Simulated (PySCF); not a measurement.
## Low-lying terms of Si⁴⁺ (silicon, charge +4)

Ground state [Ne], ¹S. Computed with PySCF 2.14 in aug-cc-pV(T+d)Z with one added diffuse shell each of s, p, d, f type (7s6p5d3f, 71 functions), with no relativity, point nucleus. Vertical excitation energies in eV without spin-orbit coupling; excited terms of each kind are numbered among those the solver found. Frozen: 1s2.

```json
{"term": "1 3P°", "leading excitation": "2p → s", "EOM-EE-CCSD": "103.51"}
{"term": "1 1P°", "leading excitation": "2p → s", "EOM-EE-CCSD": "104.51"}
{"term": "1 3S", "leading excitation": "2p → p", "EOM-EE-CCSD": "111.79"}
{"term": "1 3D", "leading excitation": "2p → p", "EOM-EE-CCSD": "113.46"}
{"term": "1 1D", "leading excitation": "2p → p", "EOM-EE-CCSD": "114.13"}
{"term": "1 1P", "leading excitation": "2p → p", "EOM-EE-CCSD": "114.32"}
{"term": "1 3P", "leading excitation": "2p → p", "EOM-EE-CCSD": "114.34"}
{"term": "1 1S", "leading excitation": "2p → p", "EOM-EE-CCSD": "118.92"}
{"term": "2 3P°", "leading excitation": "2p → d", "EOM-EE-CCSD": "126.12"}
{"term": "1 3F°", "leading excitation": "2p → d", "EOM-EE-CCSD": "126.60"}
{"term": "1 1F°", "leading excitation": "2p → d", "EOM-EE-CCSD": "126.87"}
{"term": "1 1D°", "leading excitation": "2p → d", "EOM-EE-CCSD": "127.23"}
{"term": "2 3S", "leading excitation": "2p → p", "EOM-EE-CCSD": "139.13"}
{"term": "2 1D", "leading excitation": "2p → p", "EOM-EE-CCSD": "139.91"}
```

The solver can miss terms.
